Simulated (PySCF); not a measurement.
CrO2, SMILES [O]=[Cr]=[O] (connectivity only; charge and spin as stated), neutral, multiplicity 3.

Coordinates come from a PBE0-D3(BJ)/def2-TZVP optimisation. The multiplicity is an assumed one; other spin states were not compared.

All values below come from PBE/def2-TZVPD in PySCF.

The molecule is in vacuum.

Computed frontier levels, dipole moment and polarisability:
```yaml
"α spin, highest occupied and lowest empty level": -5.88 and -5.00 eV
"β spin, highest occupied and lowest empty level": -7.20 and -3.97 eV
dipole_moment: 3.89 D
quadrupole, principal values (traceless, Buckingham form, about the centre of nuclear charge): -10.43, 4.12, 6.31 D·Å
mean_static_polarisability: 39.5 bohr³ (5.85 Å³)
polarisability_principal_values: 24.7, 38.4, 55.4 bohr³
"⟨S²⟩": 2.037 (pure state 2.00)
```
